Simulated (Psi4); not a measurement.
C2H6AlF, charge -1, doublet, at a GFN2-xTB geometry (such geometries of metal compounds can be far from the true shape) (a state made from the parent by changing its charge; the spin is typed, not shown lowest) (a gas-phase anion, which may not be bound at this level); B3LYP/STO-3G in Psi4 1.11.

Input for Psi4:
```
memory 2 GB

molecule {
-1 2
Al   -0.26743447   -0.38986576   -0.34817249
C     1.80861426   -0.08224615   -0.55462333
H     2.38561298   -0.95346930   -0.21363024
H     2.22508040    0.78088337   -0.01524576
H     2.09037588    0.06333279   -1.60829854
C    -0.57458685   -0.49181827    1.73572816
H    -1.64201132   -0.60327691    1.97885445
H    -0.22780708    0.37419314    2.31804546
H    -0.07905531   -1.36697989    2.17918314
F    -0.96441243    1.13532868   -0.79992168
}

set {
  basis sto-3g
  reference uks
}

energy('b3lyp')
print_variables()
```

**Question.** Predict the main parts of the log of this Psi4 run.

**Answer.** 
```
   => Loading Basis Set <=

    Name: STO-3G
    Role: ORBITAL
    Keyword: BASIS

         ---------------------------------------------------------
                                   SCF
               by Justin Turney, Rob Parrish, Andy Simmonett
                          and Daniel G. A. Smith
                              UKS Reference
         ---------------------------------------------------------

  ==> Geometry <==

    Molecular point group: c1
    Full point group: C1

    Geometry (in Angstrom), charge = -1, multiplicity = 2:

       Center              X                  Y                   Z               Mass
    ------------   -----------------  -----------------  -----------------  -----------------
         AL          -0.189299235004    -0.421996758655    -0.272633456269    26.981538530000
         C            1.886749494996    -0.114377148655    -0.479084296269    12.000000000000
         H            2.463748214996    -0.985600298655    -0.138091206269     1.007825032230
         H            2.303215634996     0.748752371345     0.060293273731     1.007825032230
         H            2.168511114996     0.031201791345    -1.532759506269     1.007825032230
         C           -0.496451615004    -0.523949268655     1.811267193731    12.000000000000
         H           -1.563876085004    -0.635407908655     2.054393483731     1.007825032230
         H           -0.149671845004     0.342062141345     2.393584493731     1.007825032230
         H           -0.000920075004    -1.399110888655     2.254722173731     1.007825032230
         F           -0.886277195004     1.103197681345    -0.724382646269    18.998403162730

  Running in c1 symmetry.

  Rotational constants: A =      0.17719  B =      0.15751  C =      0.09775 [cm^-1]
  Rotational constants: A =   5312.03992  B =   4721.95678  C =   2930.32658 [MHz]
  Nuclear repulsion =  147.875848857996431

  Charge       = -1
  Multiplicity = 2
  Electrons    = 41
  Nalpha       = 21
  Nbeta        = 20

  ==> Algorithm <==

  SCF Algorithm Type is DF.
  DIIS enabled.
  MOM disabled.
  Fractional occupation disabled.
  Guess Type is SAD.
  Energy threshold   = 1.00e-06
  Density threshold  = 1.00e-06
  Integral threshold = 1.00e-12

  ==> Primary Basis <==

  Basis Set: STO-3G
    Blend: STO-3G
    Number of shells: 20
    Number of basis functions: 30
    Number of Cartesian functions: 30
    Spherical Harmonics?: true
    Max angular momentum: 1

  ==> DFT Potential <==

   => LibXC <=

    Version 7.1.2
    S. Lehtola, C. Steigemann, M. J. T. Oliveira, and M. A. L. Marques,  SoftwareX 7, 1–5 (2018) (10.1016/j.softx.2017.11.002)

   => Composite Functional: B3LYP <=

    B3LYP Hyb-GGA Exchange-Correlation Functional

    P. J. Stephens, F. J. Devlin, C. F. Chabalowski, and M. J. Frisch,  J. Phys. Chem. 98, 11623 (1994) (10.1021/j100096a001)

    Deriv               =              1
    GGA                 =           TRUE
    Meta                =          FALSE

    Exchange Hybrid     =           TRUE
    MP2 Hybrid          =          FALSE

   => Exchange Functionals <=

    0.0800   Slater exchange
    0.7200         Becke 88

   => Exact (HF) Exchange <=

    0.2000               HF

   => Correlation Functionals <=

    0.1900   Vosko, Wilk & Nusair (VWN5_RPA)
    0.8100   Lee, Yang & Parr

   => LibXC Density Thresholds  <==

    XC_HYB_GGA_XC_B3LYP:  1.00E-15

   => Molecular Quadrature <=

    Radial Scheme          =       TREUTLER
    Pruning Scheme         =           NONE
    Nuclear Scheme         =       TREUTLER

    Blocking Scheme        =         OCTREE
    BS radius alpha        =              1
    Pruning alpha          =              1
    Radial Points          =             75
    Spherical Points       =            302
    Total Points           =         213964
    Total Blocks           =           1634
    Max Points             =            256
    Max Functions          =             29
[...]

  Minimum eigenvalue in the overlap matrix is 2.4080435681E-01.
  Reciprocal condition number of the overlap matrix is 1.0746563515E-01.
    Using symmetric orthogonalization.

  ==> Pre-Iterations <==

  SCF Guess: Superposition of Atomic Densities via on-the-fly atomic UHF (no occupation information).

   -------------------------
    Irrep   Nso     Nmo
   -------------------------
     A         30      30
   -------------------------
    Total      30      30
   -------------------------

  ==> Iterations <==

                           Total Energy        Delta E     RMS |[F,P]|

   @DF-UKS iter SAD:  -414.30758873450969   -4.14308e+02   0.00000e+00
   @DF-UKS iter   1:  -416.57058256926553   -2.26299e+00   9.52356e-03 ADIIS/DIIS
   @DF-UKS iter   2:  -416.51793161195656    5.26510e-02   1.37550e-02 ADIIS/DIIS
   @DF-UKS iter   3:  -416.63788380949393   -1.19952e-01   1.91452e-03 ADIIS/DIIS
   @DF-UKS iter   4:  -416.64012548419242   -2.24167e-03   4.52882e-04 ADIIS/DIIS
   @DF-UKS iter   5:  -416.64028932604862   -1.63842e-04   2.55991e-05 DIIS
   @DF-UKS iter   6:  -416.64029077138673   -1.44534e-06   7.90930e-06 DIIS
   @DF-UKS iter   7:  -416.64029084703054   -7.56438e-08   1.63958e-06 DIIS
   @DF-UKS iter   8:  -416.64029085102993   -3.99939e-09   2.96663e-07 DIIS
  Energy and wave function converged.

  ==> Post-Iterations <==

   Electrons on quadrature grid:
      Nalpha   =   20.9999722530 ; deviation = -2.775e-05
      Nbeta    =   19.9999726402 ; deviation = -2.736e-05
      Ntotal   =   40.9999448932 ; deviation = -5.511e-05

   @Spin Contamination Metric:   7.598328358E-04
   @S^2 Expected:                7.500000000E-01
   @S^2 Observed:                7.507598328E-01
   @S   Expected:                5.000000000E-01
   @S   Observed:                5.000000000E-01

    Orbital Energies [Eh]
    ---------------------

    Alpha Occupied:

[...]
    Alpha Virtual:

[...]
    Beta Occupied:

[...]
    Beta Virtual:

[...]
      30A      0.763151

    Final Occupation by Irrep:
              A
    DOCC [    20 ]
    SOCC [     1 ]
    NA   [    21 ]
    NB   [    20 ]

  @DF-UKS Final Energy:  -416.64029085102993

   => Energetics <=

    Nuclear Repulsion Energy =            147.8758488579964308
    One-Electron Energy =                -885.6832960721427526
    Two-Electron Energy =                 355.8552922102820730
    DFT Exchange-Correlation Energy =     -34.6881358471656256
    Empirical Dispersion Energy =           0.0000000000000000
    VV10 Nonlocal Energy =                  0.0000000000000000
    Total Energy =                       -416.6402908510299312

  UHF NO Occupations:
  HONO-2 :   19  A 1.9999620
  HONO-1 :   20  A 1.9996988
  HONO-0 :   21  A 1.0000000
  LUNO+0 :   22  A 0.0003012
  LUNO+1 :   23  A 0.0000380
  LUNO+2 :   24  A 0.0000238
  LUNO+3 :   25  A 0.0000059

Computation Completed

Properties will be evaluated at   0.000000,   0.000000,   0.000000 [a0]

Properties computed using the SCF density matrix

 Multipole Moments:

 ------------------------------------------------------------------------------------
     Multipole            Electronic (a.u.)      Nuclear  (a.u.)        Total (a.u.)
 ------------------------------------------------------------------------------------

 L = 1.  Multiply by 2.5417464519 to convert [e a0] to [Debye]
 Dipole X            :         -6.3424978            5.9061679           -0.4363300
 Dipole Y            :          2.2726829           -2.4287517           -0.1560688
 Dipole Z            :         -6.1923393            5.7099234           -0.4824159
 Magnitude           :                                                    0.6689293

 ------------------------------------------------------------------------------------

  Variable Map:
  ----------------------------------------------------------------------------
[...]
  Array Variable Map:
  ----------------------------------------------------------------------------
[...]
[...]
```
